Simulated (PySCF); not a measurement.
## Working out the ionisation energy of Ba

Ba [Xe] 6s2 (1S) → Ba⁺ [Xe] 6s1 (2S). Calculation: PySCF 2.14, in def2-QZVPPD with the def2 core potential (46 electrons); a scalar-relativistic core potential. Frozen: nothing. Energies in hartree (1 hartree = 27.21139 eV):

```
            part  Ba (lower)  Ba⁺ (upper)
             UHF  -25.095222   -24.938655
CCSD correlation   -0.209661    -0.181045
             (T)   -0.008046    -0.005328
```

What does Hartree-Fock give?

(-24.938655) − (-25.095222) = 0.156567 hartree = 4.260 eV.

What do CCSD and CCSD(T) give?

The CCSD correlation energies differ by 0.028616 hartree = 0.779 eV and the triples by 0.002718 hartree = 0.074 eV, so CCSD gives 5.039 eV and CCSD(T) 5.113 eV.

Measured between the centres of the two terms (NIST): 5.212 eV, so CCSD(T) (valence and next inner shell) is off by -0.099 eV.

What remains against the reference includes basis incompleteness and higher excitations.
